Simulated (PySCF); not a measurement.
Species: C5H8F2O.
SMILES with atom numbers: `[F:1][C:2]1([F:3])[CH2:4][CH2:5][O:6][CH2:7][CH2:8]1` (hydrogens: H9, H10 on C4; H11, H12 on C5; H13, H14 on C7; H15, H16 on C8)

Computed by this run: PySCF 2.14.0, PBE0-D3(BJ)/def2-SVP geometry optimisation, gas phase; density fitting, grid level 1; the optimiser is geomeTRIC in internal coordinates, started from a GFN2-xTB structure with every atom displaced at random (about 0.01 Å).

Step 1: E = -12773.6525 eV
```
atom  x, y, z in Å  |  force x, y, z in eV/Å
F1      0.5821   -0.0007   -1.7982   -0.114  -0.198   0.038
C2     -0.1276   -0.7549   -0.8837    0.244   0.344  -0.142
F3     -0.4971   -1.8701   -1.5374   -0.259  -0.304  -0.089
C4     -1.3059    0.0674   -0.4301    0.207  -0.074   0.299
C5     -0.7606    1.2831    0.3301   -0.179   0.053  -0.328
O6      0.1229    0.9397    1.3613    0.012   0.016  -0.015
C7      1.2394    0.2385    0.8811    0.214  -0.242   0.194
C8      0.8033   -1.0814    0.2596    0.223  -0.212  -0.345
H9     -1.9644   -0.5713    0.1795    0.073   0.109   0.131
H10    -1.8735    0.3977   -1.3003   -0.174   0.088  -0.308
H11    -1.5883    1.8545    0.7724    0.054   0.035   0.070
H12    -0.2569    1.9272   -0.4298   -0.068  -0.045   0.305
H13     1.7661    0.8227    0.1046    0.034   0.089   0.018
H14     1.9506    0.0843    1.7136   -0.292   0.040  -0.040
H15     0.2830   -1.7262    0.9873    0.029   0.116  -0.026
H16     1.6392   -1.6590   -0.1800   -0.004   0.185   0.239
```

Step 2: E = -12773.7098 eV
```
atom  x, y, z in Å  |  force x, y, z in eV/Å
F1      0.5548   -0.0560   -1.8692   -0.095  -0.140   0.142
C2     -0.1294   -0.7676   -0.9081    0.233   0.273  -0.074
F3     -0.5457   -1.9023   -1.5140   -0.097  -0.080   0.059
C4     -1.2953    0.0738   -0.4387    0.022   0.080  -0.006
C5     -0.7618    1.2917    0.3219   -0.085  -0.084  -0.124
O6      0.1111    0.9291    1.3547    0.054  -0.005   0.076
C7      1.2391    0.2352    0.8893   -0.028  -0.025  -0.032
C8      0.8257   -1.0743    0.2293   -0.049  -0.053  -0.185
H9     -1.9350   -0.5465    0.2067    0.021   0.017   0.035
H10    -1.8882    0.3905   -1.3115    0.023  -0.035   0.019
H11    -1.5855    1.8550    0.7822   -0.016  -0.002  -0.014
H12    -0.2532    1.9595   -0.4021    0.012   0.019   0.036
H13     1.7957    0.8480    0.1545    0.029   0.032  -0.003
H14     1.8995    0.0650    1.7516   -0.055  -0.043   0.012
H15     0.3006   -1.7085    0.9582    0.005  -0.044   0.011
H16     1.6798   -1.6411   -0.1745    0.027   0.091   0.048
```

**Question.** Estimate the geometry and energy of step 3. (The exact step hangs on the optimiser's Hessian estimate; all steps are aligned on step 2, rigid shifts and turns removed.)

**Answer.** E = -12773.7208 eV, largest force 0.137 eV/Å
```
atom  x, y, z in Å  |  force x, y, z in eV/Å
F1      0.5428   -0.0831   -1.8940   -0.056  -0.070   0.040
C2     -0.1289   -0.7679   -0.9135    0.093   0.092  -0.038
F3     -0.5722   -1.9138   -1.4843   -0.035  -0.039  -0.014
C4     -1.2883    0.0800   -0.4410   -0.013   0.061  -0.024
C5     -0.7613    1.2964    0.3157   -0.039  -0.036  -0.003
O6      0.1033    0.9246    1.3548    0.022   0.007   0.027
C7      1.2339    0.2332    0.8917   -0.029   0.043  -0.006
C8      0.8340   -1.0696    0.2122   -0.081   0.003   0.047
H9     -1.9190   -0.5317    0.2212    0.005  -0.019  -0.012
H10    -1.8886    0.3831   -1.3134    0.012  -0.018   0.029
H11    -1.5899    1.8548    0.7737   -0.002   0.008  -0.011
H12    -0.2465    1.9732   -0.3935    0.025   0.016  -0.020
H13     1.8058    0.8615    0.1797    0.012  -0.017   0.012
H14     1.8721    0.0416    1.7643    0.024  -0.014   0.023
H15     0.3135   -1.7126    0.9380    0.031  -0.046  -0.013
H16     1.7017   -1.6182   -0.1815    0.029   0.028  -0.037
```

The energy changes by -0.0111 eV. The first-order estimate −F·Δx gives -0.0181 eV and the mean of the old and new forces, exact on a quadratic surface, -0.0110 eV. The step makes an angle of 70° with the force vector and moves no atom by more than 0.041 Å.

The cost below is that of the whole optimisation. The run took 56 s wall on an AMD EPYC 9R14 with one thread, shared host, and the process peaked at 0.65 GiB of memory.
